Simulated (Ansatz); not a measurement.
Ideal-gas functions of `[OH][Al]([SH])[AlH][F]` at 600 K and 1 bar, from an Ansatz frequency run at PBE0-D4/def2-TZVP.

Molar mass 124.05 g/mol, point group Cs (symmetry number 1), electronic degeneracy 1, moments of inertia 167.425, 390.51, 557.925 u Å². Harmonic wavenumbers (cm⁻¹, unscaled): 32, 52, 158, 159, 178, 265, 322, 360, 424, 497, 602, 642, 670, 814, 866, 1925, 2705, 3952.

Use S(trans) = R[1.5 ln M + 2.5 ln T − 1.1517]; rotational temperatures θ = 24.2544 K / I; S(rot) = R[ln(√π/σ · √(T³/θAθBθC)) + 1.5]; for each mode x = 1.438777 ν̃/T, S = R[x/(eˣ − 1) − ln(1 − e⁻ˣ)] and H = RT x/(eˣ − 1); 1 cm⁻¹ = 0.0119627 kJ/mol; R = 8.31446 J/(mol·K).

By hand: the entropy, in J/(mol·K).

Translation 183.5. Rotation: θ = 0.1449, 0.0621, 0.0435 K, giving 129.6. Vibration, mode by mode: 29.66, 25.63, 16.43, 16.38, 15.46, 12.22, 10.67, 9.79, 8.53, 7.33, 5.95, 5.50, 5.21, 3.96, 3.59, 0.47, 0.09, 0.01, in all 176.9. Electronic 0.0. Sum 490.0 J/(mol·K).

By hand: H − E and G − E in kJ/mol, counted from the electronic energy.

Zero-point energy ½ × 14623 × 0.0119627 = 87.5; thermal vibration 46.9; translation, rotation and pV give 4 RT = 20.0. H − E = 154.4 kJ/mol, and G − E = 154.4 − 600 × 490.0/1000 = -139.6 kJ/mol.

Vibration gives 36 % of the entropy, 55.3 J/(mol·K) of it from the modes under 150 cm⁻¹: soft modes count most, and the harmonic formula is weakest for them. The sum counts one conformer and one mirror image; others add a mixing term.
